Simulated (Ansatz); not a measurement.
Ansatz (an electronic-structure program) input for C2H6FInO, SMILES CC[O][InH][F], B3LYP-D3(BJ)/def2-SVP. 

Ansatz 0.2 input:
```yaml
crystal:
  periodic: [false, false, false]
  atoms:
    - {symbol: In, position_ang: [-0.64411171, 0.47730549, -0.08035391]}
    - {symbol: H, position_ang: [-2.24151720, 0.93203273, -0.37639394]}
    - {symbol: F, position_ang: [0.84685934, 1.64001690, -0.62521232]}
    - {symbol: O, position_ang: [-0.04592986, -1.11016877, 0.95482250]}
    - {symbol: C, position_ang: [1.30155566, -1.49034772, 0.87050428]}
    - {symbol: C, position_ang: [1.67576173, -1.99614998, -0.51765105]}
    - {symbol: H, position_ang: [1.97147048, -0.66045103, 1.14948381]}
    - {symbol: H, position_ang: [1.42931431, -2.29041034, 1.61060656]}
    - {symbol: H, position_ang: [1.57083004, -1.17225521, -1.23366948]}
    - {symbol: H, position_ang: [2.70381437, -2.35129105, -0.52983801]}
    - {symbol: H, position_ang: [1.00936264, -2.80540977, -0.81163620]}
basis:
  gaussian:
    orbitals: def2-SVP
hamiltonian:
  xc: b3lyp
  dispersion: d3bj
relax: {f_tol: 0.002, max_steps: 200}
```

It prints:

```
WARN ansatz: RAYON_NUM_THREADS=1 ignored (pool sized by the plan → 1); use --threads N
Functional definition: B3LYP
integrals: 0.08 GiB planned
1304 factors; integrals over basis functions are off by at most 3.5e-4 eV
mean field: 0.53 GiB planned
mean field evaluation 1: about -12095.8459 eV, gradient 7.1e1 eV
mean field evaluation 2: about -12036.0898 eV, gradient 1.7e2 eV
mean field evaluation 4: about -12106.2819 eV, gradient 1.2e1 eV
mean field evaluation 8: about -12106.5614 eV, gradient 2.7e-1 eV
mean field evaluation 16: about -12106.5616 eV, gradient 1.9e-5 eV
mean field -12106.56158682 eV, -444.9079321935 hartree, gradient 1.9e-5 eV, S^2 0.000000; 0 other end points of the search recorded, 0 dependent functions left out
the calculation of the forces begins
reference -12106.56186092 eV, -444.9079422666 hartree; 28, 28 occupied and 84, 84 virtual orbitals, 1304 factors
relax step   1: F+E_penalty+E_count = -12106.92515599 eV  Δ(F+E_penalty+E_count) = +0.000e0 eV  max|allowed force component| = 5.010e-1 eV/Å  Δτ_max = 0.0000 Å  (28 SCF iters, accepted)
these checks for a lower state are left out or cut short: starts, cluster_reference, orbital_swaps, neighbouring_geometries, increment
integrals: 0.08 GiB planned
1304 factors; integrals over basis functions are off by at most 3.4e-4 eV
mean field: 0.53 GiB planned
mean field -12106.61061174 eV, -444.9097338261 hartree, gradient 1.1e-5 eV, S^2 0.000000; 0 other end points of the search recorded, 0 dependent functions left out
the calculation of the forces begins
reference -12106.61088561 eV, -444.9097438905 hartree; 28, 28 occupied and 84, 84 virtual orbitals, 1304 factors
relax step   2: F+E_penalty+E_count = -12106.96782702 eV  Δ(F+E_penalty+E_count) = -4.267e-2 eV  max|allowed force component| = 1.540e-1 eV/Å  Δτ_max = 0.1026 Å  (31 SCF iters, accepted)
these checks for a lower state are left out or cut short: starts, cluster_reference, orbital_swaps, neighbouring_geometries, increment
integrals: 0.08 GiB planned
1304 factors; integrals over basis functions are off by at most 3.5e-4 eV
mean field: 0.53 GiB planned
mean field -12106.61558773 eV, -444.9099166902 hartree, gradient 1.1e-5 eV, S^2 0.000000; 0 other end points of the search recorded, 0 dependent functions left out
the calculation of the forces begins
reference -12106.61586109 eV, -444.9099267361 hartree; 28, 28 occupied and 84, 84 virtual orbitals, 1304 factors
relax step   3: F+E_penalty+E_count = -12106.97411466 eV  Δ(F+E_penalty+E_count) = -6.288e-3 eV  max|allowed force component| = 5.752e-2 eV/Å  Δτ_max = 0.0630 Å  (31 SCF iters, accepted)
these checks for a lower state are left out or cut short: starts, cluster_reference, orbital_swaps, neighbouring_geometries, increment
integrals: 0.08 GiB planned
1304 factors; integrals over basis functions are off by at most 3.5e-4 eV
mean field: 0.53 GiB planned
mean field evaluation 32: about -12106.5154 eV, gradient 4.3e0 eV
mean field -12106.62088374 eV, -444.9101113152 hartree, gradient 7.1e-6 eV, S^2 0.000000; 0 other end points of the search recorded, 0 dependent functions left out
the calculation of the forces begins
reference -12106.62115578 eV, -444.9101213124 hartree; 28, 28 occupied and 84, 84 virtual orbitals, 1304 factors
relax step   4: F+E_penalty+E_count = -12106.98238442 eV  Δ(F+E_penalty+E_count) = -8.270e-3 eV  max|allowed force component| = 1.397e-1 eV/Å  Δτ_max = 0.1915 Å  (31 SCF iters, accepted)
these checks for a lower state are left out or cut short: starts, cluster_reference, orbital_swaps, neighbouring_geometries, increment
integrals: 0.08 GiB planned
1304 factors; integrals over basis functions are off by at most 3.6e-4 eV
mean field: 0.53 GiB planned
mean field -12106.62243131 eV, -444.9101681874 hartree, gradient 1.8e-5 eV, S^2 0.000000; 0 other end points of the search recorded, 0 dependent functions left out
the calculation of the forces begins
reference -12106.62270265 eV, -444.9101781586 hartree; 28, 28 occupied and 84, 84 virtual orbitals, 1304 factors
relax step   5: F+E_penalty+E_count = -12106.98538491 eV  Δ(F+E_penalty+E_count) = -3.000e-3 eV  max|allowed force component| = 2.131e-1 eV/Å  Δτ_max = 0.1786 Å  (30 SCF iters, accepted)
these checks for a lower state are left out or cut short: starts, cluster_reference, orbital_swaps, neighbouring_geometries, increment
integrals: 0.08 GiB planned
1304 factors; integrals over basis functions are off by at most 3.5e-4 eV
mean field: 0.53 GiB planned
mean field -12106.62531783 eV, -444.9102742650 hartree, gradient 8.9e-6 eV, S^2 0.000000; 0 other end points of the search recorded, 0 dependent functions left out
the calculation of the forces begins
reference -12106.62558920 eV, -444.9102842375 hartree; 28, 28 occupied and 84, 84 virtual orbitals, 1304 factors
relax step   6: F+E_penalty+E_count = -12106.98838029 eV  Δ(F+E_penalty+E_count) = -2.995e-3 eV  max|allowed force component| = 2.006e-1 eV/Å  Δτ_max = 0.0904 Å  (30 SCF iters, accepted)
these checks for a lower state are left out or cut short: starts, cluster_reference, orbital_swaps, neighbouring_geometries, increment
integrals: 0.08 GiB planned
1304 factors; integrals over basis functions are off by at most 3.6e-4 eV
mean field: 0.54 GiB planned
mean field -12106.62649718 eV, -444.9103176050 hartree, gradient 1.0e-5 eV, S^2 0.000000; 0 other end points of the search recorded, 0 dependent functions left out
the calculation of the forces begins
reference -12106.62676834 eV, -444.9103275701 hartree; 28, 28 occupied and 84, 84 virtual orbitals, 1304 factors
relax step   7: F+E_penalty+E_count = -12106.98929327 eV  Δ(F+E_penalty+E_count) = -9.130e-4 eV  max|allowed force component| = 1.562e-1 eV/Å  Δτ_max = 0.0705 Å  (30 SCF iters, accepted)
these checks for a lower state are left out or cut short: starts, cluster_reference, orbital_swaps, neighbouring_geometries, increment
integrals: 0.08 GiB planned
1304 factors; integrals over basis functions are off by at most 3.6e-4 eV
mean field: 0.53 GiB planned
mean field evaluation 64: about -12106.6317 eV, gradient 2.8e-4 eV
mean field -12106.63165097 eV, -444.9105070034 hartree, gradient 1.1e-5 eV, S^2 0.000000; 0 other end points of the search recorded, 0 dependent functions left out
the calculation of the forces begins
reference -12106.63192224 eV, -444.9105169725 hartree; 28, 28 occupied and 84, 84 virtual orbitals, 1304 factors
relax step   8: F+E_penalty+E_count = -12106.99386149 eV  Δ(F+E_penalty+E_count) = -4.568e-3 eV  max|allowed force component| = 5.666e-2 eV/Å  Δτ_max = 0.0384 Å  (31 SCF iters, accepted)
these checks for a lower state are left out or cut short: starts, cluster_reference, orbital_swaps, neighbouring_geometries, increment
integrals: 0.08 GiB planned
1304 factors; integrals over basis functions are off by at most 3.6e-4 eV
mean field: 0.53 GiB planned
mean field -12106.63340941 eV, -444.9105716250 hartree, gradient 1.1e-5 eV, S^2 0.000000; 0 other end points of the search recorded, 0 dependent functions left out
the calculation of the forces begins
reference -12106.63368048 eV, -444.9105815868 hartree; 28, 28 occupied and 84, 84 virtual orbitals, 1304 factors
relax step   9: F+E_penalty+E_count = -12106.99515275 eV  Δ(F+E_penalty+E_count) = -1.291e-3 eV  max|allowed force component| = 1.934e-2 eV/Å  Δτ_max = 0.0529 Å  (29 SCF iters, accepted)
these checks for a lower state are left out or cut short: starts, cluster_reference, orbital_swaps, neighbouring_geometries, increment
integrals: 0.08 GiB planned
1304 factors; integrals over basis functions are off by at most 3.6e-4 eV
mean field: 0.53 GiB planned
mean field -12106.63365017 eV, -444.9105804727 hartree, gradient 1.1e-5 eV, S^2 0.000000; 0 other end points of the search recorded, 0 dependent functions left out
the calculation of the forces begins
reference -12106.63392106 eV, -444.9105904278 hartree; 28, 28 occupied and 84, 84 virtual orbitals, 1304 factors
relax step  10: F+E_penalty+E_count = -12106.99561580 eV  Δ(F+E_penalty+E_count) = -4.631e-4 eV  max|allowed force component| = 1.714e-2 eV/Å  Δτ_max = 0.0521 Å  (31 SCF iters, accepted)
these checks for a lower state are left out or cut short: starts, cluster_reference, orbital_swaps, neighbouring_geometries, increment
integrals: 0.08 GiB planned
1304 factors; integrals over basis functions are off by at most 3.5e-4 eV
mean field: 0.53 GiB planned
mean field -12106.63364941 eV, -444.9105804447 hartree, gradient 1.2e-5 eV, S^2 0.000000; 0 other end points of the search recorded, 0 dependent functions left out
the calculation of the forces begins
reference -12106.63392024 eV, -444.9105903975 hartree; 28, 28 occupied and 84, 84 virtual orbitals, 1304 factors
relax step  11: F+E_penalty+E_count = -12106.99569417 eV  Δ(F+E_penalty+E_count) = -7.837e-5 eV  max|allowed force component| = 7.995e-3 eV/Å  Δτ_max = 0.0166 Å  (25 SCF iters, accepted)
these checks for a lower state are left out or cut short: starts, cluster_reference, orbital_swaps, neighbouring_geometries, increment
integrals: 0.08 GiB planned
1304 factors; integrals over basis functions are off by at most 3.5e-4 eV
mean field: 0.53 GiB planned
mean field -12106.63361050 eV, -444.9105790151 hartree, gradient 8.5e-5 eV, S^2 0.000000; 0 other end points of the search recorded, 0 dependent functions left out
the calculation of the forces begins
reference -12106.63388132 eV, -444.9105889673 hartree; 28, 28 occupied and 84, 84 virtual orbitals, 1304 factors
relax step  12: F+E_penalty+E_count = -12106.99569874 eV  Δ(F+E_penalty+E_count) = -4.574e-6 eV  max|allowed force component| = 3.567e-3 eV/Å  Δτ_max = 0.0025 Å  (21 SCF iters, accepted)
these checks for a lower state are left out or cut short: starts, cluster_reference, orbital_swaps, neighbouring_geometries, increment
integrals: 0.08 GiB planned
1304 factors; integrals over basis functions are off by at most 3.5e-4 eV
mean field: 0.53 GiB planned
mean field -12106.63369197 eV, -444.9105820089 hartree, gradient 4.6e-5 eV, S^2 0.000000; 0 other end points of the search recorded, 0 dependent functions left out
the calculation of the forces begins
reference -12106.63396280 eV, -444.9105919617 hartree; 28, 28 occupied and 84, 84 virtual orbitals, 1304 factors
relax step  13: F+E_penalty+E_count = -12106.99570131 eV  Δ(F+E_penalty+E_count) = -2.566e-6 eV  max|allowed force component| = 2.581e-3 eV/Å  Δτ_max = 0.0015 Å  (21 SCF iters, accepted)
these checks for a lower state are left out or cut short: starts, cluster_reference, orbital_swaps, neighbouring_geometries, increment
integrals: 0.08 GiB planned
1304 factors; integrals over basis functions are off by at most 3.5e-4 eV
mean field: 0.53 GiB planned
mean field evaluation 96: about -12106.6336 eV, gradient 4.3e-2 eV
mean field -12106.63363619 eV, -444.9105799590 hartree, gradient 3.3e-5 eV, S^2 0.000000; 0 other end points of the search recorded, 0 dependent functions left out
the calculation of the forces begins
reference -12106.63390701 eV, -444.9105899115 hartree; 28, 28 occupied and 84, 84 virtual orbitals, 1304 factors
relax step  14: F+E_penalty+E_count = -12106.99570218 eV  Δ(F+E_penalty+E_count) = -8.713e-7 eV  max|allowed force component| = 8.612e-4 eV/Å  Δτ_max = 0.0015 Å  (20 SCF iters, accepted)
integrals: 0.08 GiB planned
1304 factors; integrals over basis functions are off by at most 3.5e-4 eV
mean field: 0.53 GiB planned
mean field -12106.63363619 eV, -444.9105799590 hartree, gradient 3.3e-5 eV, S^2 0.000000; 1 other end points of the search recorded, 0 dependent functions left out
the calculation of the forces begins
reference -12106.63390701 eV, -444.9105899115 hartree; 28, 28 occupied and 84, 84 virtual orbitals, 1304 factors
Total energy: -12106.99597300 eV, -444.9238955912 hartree
Atom 0 at    -0.721516     0.474724    -0.091397 Å, force    -0.000532     0.000600    -0.000861 eV/Å
Atom 1 at    -2.295624     1.113317    -0.149095 Å, force     0.000007     0.000288    -0.000005 eV/Å
Atom 2 at     0.751223     1.231562    -1.176113 Å, force    -0.000266     0.000203     0.000140 eV/Å
Atom 3 at    -0.041737    -1.055224     0.994888 Å, force    -0.000352    -0.000219     0.000480 eV/Å
Atom 4 at     1.285219    -1.539671     0.927327 Å, force     0.000721    -0.000718     0.000185 eV/Å
Atom 5 at     1.733776    -1.884010    -0.487433 Å, force     0.000263    -0.000098    -0.000255 eV/Å
Atom 6 at     1.996047    -0.813452     1.370111 Å, force     0.000173     0.000191     0.000035 eV/Å
Atom 7 at     1.323658    -2.444071     1.563272 Å, force     0.000202    -0.000172     0.000072 eV/Å
Atom 8 at     1.735086    -0.978131    -1.116301 Å, force    -0.000039     0.000094     0.000060 eV/Å
Atom 9 at     2.754118    -2.301494    -0.489601 Å, force    -0.000106    -0.000048     0.000191 eV/Å
Atom 10 at     1.057160    -2.630678    -0.934995 Å, force    -0.000071    -0.000121    -0.000042 eV/Å
Dipole moment:    -0.327194    -0.023838     0.107411 e Å
```

Self-consistency was reached.
